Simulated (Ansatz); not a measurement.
A nudged elastic band was laid between two geometries of C₃H₁₀BNSi (16 atoms, charge 0, multiplicity 1).

Method: RKS B3LYP-D4/STO-3G in Ansatz 0.2.0.

```
movable images  : 5
climbing image  : yes
spring          : 5.0 eV/Å²
optimiser       : quadratic models (default)
start path      : through a guess of the saddle point
force threshold : 0.03 eV/Å
iteration limit : 41
end points      : relaxed
```

First end point:

```xyz
16
Properties=species:S:1:pos:R:3
C 1.263 1.081 1.389
C 0.746 0.827 -0.048
B 0.227 -0.579 -0.568
Si 0.488 -2.395 -1.196
N -0.667 0.378 -0.218
C -2.006 0.960 0.021
H 0.942 2.066 1.769
H 2.365 1.060 1.398
H 0.899 0.308 2.083
H 1.070 1.613 -0.756
H 1.495 -2.452 -2.231
H -0.728 -2.965 -1.732
H 0.929 -3.244 -0.112
H -2.144 1.873 -0.591
H -2.123 1.229 1.089
H -2.778 0.218 -0.254
```

Last end point:

```xyz
16
Properties=species:S:1:pos:R:3
C 1.215 1.175 1.473
C 0.614 0.539 0.232
B 0.486 -0.266 -1.141
Si 0.510 -2.240 -1.185
N -0.610 0.487 -0.223
C -1.936 1.002 0.240
H 0.457 1.682 2.093
H 1.985 1.905 1.168
H 1.714 0.394 2.073
H 0.774 0.317 -2.120
H 1.831 -2.758 -1.471
H -0.368 -2.789 -2.197
H 0.103 -2.842 0.068
H -1.824 1.553 1.191
H -2.624 0.147 0.379
H -2.350 1.672 -0.537
```

Question: Which bonds break or form, and what moves?

Answer: Bonds broken: C2–H10. Bonds formed: B3–H10.

Question: Give the energies along the band, and the barrier.

Answer: The run converged. The highest image is number 3 of 0 to 6, 2.96 eV above the first end and 2.24 eV above the last; the last end lies 0.72 eV above the first. Beside the main top the profile has a ripple of under 15 meV (maxima at images 1, 3), which may be a very shallow well or noise. Neighbouring images differ by up to 2.9 eV, so the band resolves the path poorly. The order of the stationary point at the top wasn't checked. The orbitals stay closed-shell, which can raise the energy where a bond breaks towards radicals; this wasn't checked here. Limits of this set-up: minimal basis.

```
image  path coordinate (Å)  energy (eV)  C2–H10 (Å)  B3–H10 (Å)
    0                 0.00         0.00        1.11        2.36
    1                 1.99         0.07        1.11        2.36
    2                 3.98         0.06        1.11        2.32
    3                 5.98         2.96        1.44        1.42
    4                 9.08         0.72        2.36        1.17
    5                12.19         0.72        2.37        1.18
    6                15.29         0.72        2.37        1.18
```

Question: What is the geometry of the highest image?

Answer: 
```xyz
16
Properties=species:S:1:pos:R:3
C 1.237 1.424 1.384
C 0.504 0.320 0.644
B 0.226 -0.718 -0.325
Si 0.639 -2.131 -1.586
N -0.838 -0.286 0.762
C -1.967 0.637 0.309
H 2.228 1.608 0.939
H 1.373 1.090 2.427
H 0.660 2.364 1.396
H 0.452 0.620 -0.762
H 1.904 -1.896 -2.245
H -0.377 -2.238 -2.608
H 0.716 -3.399 -0.896
H -1.701 1.221 -0.599
H -2.226 1.342 1.119
H -2.853 0.019 0.086
```

Run time: 8.4 min on 1 CPU thread of a shared host.
